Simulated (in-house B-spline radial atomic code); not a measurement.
**Ionising K9+ with different functionals**

Computed with a radial B-spline atomic code at the basis-set limit: non-relativistic Hamiltonian, point nucleus, spin-polarised at highest spin, spherical fractional occupations for the functionals, the average over the highest-spin determinants for Hartree-Fock. The ionisation energy is the difference of two self-consistent energies, [He] 2s2 2p6 → [He] 2s2 2p5, without Breit or QED terms; ε is the level of the shell that loses the electron (its least bound occupied spin orbital).

Hybrids are left out here: with spherical fractional occupations of an open shell their exact exchange keeps a self-interaction that integer-occupation calculations don't have.

```csv
method,rung,ΔSCF (eV),-ε(2p) (eV)
Hartree-Fock,Hartree-Fock,502.56,505.64
LDA VWN5,LDA,503.68,473.41
LDA PW92,LDA,503.67,473.39
LDA exchange-only,LDA,500.95,470.79
PBE,GGA,503.96,473.69
PBEsol,GGA,?,?
BLYP,GGA,504.09,473.82
RPBE,GGA,503.90,473.66
PW91,GGA,504.34,474.05
BP86,GGA,504.23,473.92
AM05,GGA,503.36,473.13
OLYP,GGA,505.03,474.98
TPSS,meta-GGA,504.61,474.46
SCAN,meta-GGA,506.90,477.33
r2SCAN,meta-GGA,506.67,477.09
M06-L,meta-GGA,506.89,477.45
revTPSS,meta-GGA,?,?
```

Question: What does revTPSS give?

Answer: ΔSCF 504.15 eV, and -ε(2p) = 474.06 eV.

Question: What does PBEsol give?

Answer: ΔSCF 503.52 eV, and -ε(2p) = 473.28 eV.

Question: How do they compare with the NIST value?

Answer: NIST lists 503.67 eV ± 0.07 (semi-empirical, ground level to ground level). Errors run from -2.72 to +3.23 eV; LDA PW92 is closest (+0.00 eV), though others lie within the uncertainty of it, and part of that can be cancellation, since the calculations leave out relativity, Breit-QED terms, multiplet and fine-structure energies. Hartree-Fock also lacks correlation.
